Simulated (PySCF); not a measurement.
PySCF 2.14 output of an unrestricted MN15 calculation on a single atom or ion in x2c-QZVPPall with one added diffuse shell each of s, p, d, f type (14s10p8d5f1g, 128 functions), with scalar relativity by spin-free X2C-1e:

```
SCF conv_tol = 1e-09
number electrons alpha = 28  beta = 25
    H. S. Yu, X. He, S. L. Li, and D. G. Truhlar.,  Chem. Sci. 7, 5032-5051 (2016)
    H. S. Yu, X. He, S. L. Li, and D. G. Truhlar.,  Chem. Sci. 7, 5032-5051 (2016)
cycle= 1 E= -7119.93694184372  delta_E= -0.307  |g|= 0.43  |ddm|= 0.769
cycle= 2 E= -7119.94259426447  delta_E= -0.00565  |g|= 0.134  |ddm|= 0.339
cycle= 3 E= -7119.96077512037  delta_E= -0.0182  |g|= 0.0795  |ddm|= 0.519
cycle= 4 E= -7119.95427510607  delta_E= 0.0065  |g|= 0.0429  |ddm|= 1.39
cycle= 5 E= -7119.94123139042  delta_E= 0.013  |g|= 0.0256  |ddm|= 0.633
cycle= 6 E= -7119.95288563793  delta_E= -0.0117  |g|= 0.0329  |ddm|= 0.46
cycle= 7 E= -7119.94279936186  delta_E= 0.0101  |g|= 0.0177  |ddm|= 0.461
cycle= 8 E= -7119.93846490643  delta_E= 0.00433  |g|= 0.00518  |ddm|= 0.382
cycle= 9 E= -7119.93842062865  delta_E= 4.43e-05  |g|= 0.00341  |ddm|= 0.04
cycle= 10 E= -7119.93842552486  delta_E= -4.9e-06  |g|= 0.00126  |ddm|= 0.0289
cycle= 11 E= -7119.93842676752  delta_E= -1.24e-06  |g|= 0.000379  |ddm|= 0.00697
cycle= 12 E= -7119.93842696439  delta_E= -1.97e-07  |g|= 9.24e-05  |ddm|= 0.00134
cycle= 13 E= -7119.93842693124  delta_E= 3.31e-08  |g|= 1.71e-05  |ddm|= 0.00191
cycle= 14 E= -7119.93842693215  delta_E= -9.09e-10  |g|= 7.57e-06  |ddm|= 0.000552
converged SCF energy = -7119.93842693215  <S^2> = 3.7550666  2S+1 = 4.0025325
```

The run itself started from symmetry-adapted Hartree-Fock orbitals and held the occupation by maximum overlap, on a logarithmic radial grid, so the iterations belong to that start.

**Question.** Which element, charge and spin multiplicity is this?

**Answer.** I (iodine, neutral), multiplicity 4; the state was [Kr] 4d10 5s1 5p5 5d1, one real determinant (an excited configuration).

⟨L²⟩ = 8.01 against 12 for a pure F term, so this real determinant mixes terms. The outer electron is Rydberg-like, and this basis confines it to a smaller radius and binds it less than a complete one would.
